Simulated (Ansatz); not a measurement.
`C=CCSC(F)(F)F`, relaxed with RKS PBE0-D4/def2-TZVP in Ansatz from a GFN2-xTB geometry. The force threshold is 0.005 eV/Å; the program also tests the step.

Charge 0, multiplicity 1.

Start:

```xyz
13

C    -1.740   -0.732    0.003
C    -0.790   -0.506    0.892
C    -0.083    0.795    1.018
S     1.714    0.631    0.648
C     1.581    0.112   -1.092
F     1.203   -1.164   -1.222
F     0.693    0.846   -1.768
F     2.756    0.241   -1.698
H    -2.066    0.030   -0.687
H    -2.234   -1.685   -0.066
H    -0.460   -1.281    1.570
H    -0.085    1.158    2.047
H    -0.489    1.557    0.354
```

```json
{"step": "1", "energy (eV)": "-23204.2056", "largest force (eV/Å)": "0.571", "largest move (Å)": "0.000"}
{"step": "2", "energy (eV)": "-23204.2307", "largest force (eV/Å)": "0.273", "largest move (Å)": "0.090"}
{"step": "3", "energy (eV)": "-23204.2397", "largest force (eV/Å)": "0.133", "largest move (Å)": "0.090"}
{"step": "4 (rejected)", "energy (eV)": "-23204.2365", "largest force (eV/Å)": "0.200", "largest move (Å)": "0.065"}
{"step": "5", "energy (eV)": "-23204.2429", "largest force (eV/Å)": "0.037", "largest move (Å)": "0.027"}
{"step": "6", "energy (eV)": "-23204.2433", "largest force (eV/Å)": "0.037", "largest move (Å)": "0.021"}
{"step": "7", "energy (eV)": "-23204.2435", "largest force (eV/Å)": "0.019", "largest move (Å)": "0.019"}
{"step": "8", "energy (eV)": "-23204.2437", "largest force (eV/Å)": "0.018", "largest move (Å)": "0.021"}
{"step": "9", "energy (eV)": "-23204.2437", "largest force (eV/Å)": "0.008", "largest move (Å)": "0.014"}
{"step": "10", "energy (eV)": "-23204.2437", "largest force (eV/Å)": "0.007", "largest move (Å)": "0.004"}
{"step": "11", "energy (eV)": "-23204.2437", "largest force (eV/Å)": "0.011", "largest move (Å)": "0.002"}
{"step": "12", "energy (eV)": "-23204.2437", "largest force (eV/Å)": "0.003", "largest move (Å)": "0.001"}
```

End:

```xyz
13

C    -1.852   -0.743    0.092
C    -0.822   -0.533    0.897
C    -0.078    0.753    0.958
S     1.703    0.611    0.623
C     1.663    0.146   -1.118
F     1.293   -1.118   -1.328
F     0.840    0.915   -1.837
F     2.897    0.289   -1.604
H    -2.205    0.025   -0.588
H    -2.376   -1.691    0.082
H    -0.471   -1.322    1.558
H    -0.086    1.165    1.972
H    -0.506    1.503    0.292
```

Run time 23 s (2 threads of an AMD EPYC 7R13 on a shared host and a share of an NVIDIA H100 80 GB); peak host memory 0.93 GiB.
